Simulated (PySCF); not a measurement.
trifluorosilylmethanol (CH3F3OSi), SMILES OC[Si](F)(F)F.

Coordinates come from a PBE0-D3(BJ)/def2-SVP optimisation. One conformer was computed; it need not be the lowest.

Two levels are set side by side: PBE/def2-TZVP (PySCF) and B3LYP/def2-TZVP (PySCF). Same geometry, gas phase. Differences are taken from unrounded values.

```json
[
 {"quantity": "orbital gap (eV)", "B3LYP": "8.09", "PBE": "6.07", "PBE minus B3LYP": "-2.02"},
 {"quantity": "highest occupied level (eV)", "B3LYP": "-8.16", "PBE": "-6.74", "PBE minus B3LYP": "1.42"},
 {"quantity": "lowest empty level (eV)", "B3LYP": "-0.07", "PBE": "-0.67", "PBE minus B3LYP": "-0.60"},
 {"quantity": "dipole moment (D)", "B3LYP": "1.84", "PBE": "1.79", "PBE minus B3LYP": "-0.05"},
 {"quantity": "mean polarisability (bohr³)", "B3LYP": "37.4", "PBE": "39.2", "PBE minus B3LYP": "1.9"}
]
```

Without exact exchange PBE keeps part of each electron's self-repulsion, which lifts occupied levels and narrows the gap. Loosely held outer electrons make PBE densities more polarisable. Differences between two approximate levels are no errors against the true value.

Rough cost on one machine, each run with all the roots and properties that it gave: B3LYP against PBE within a factor of 2.
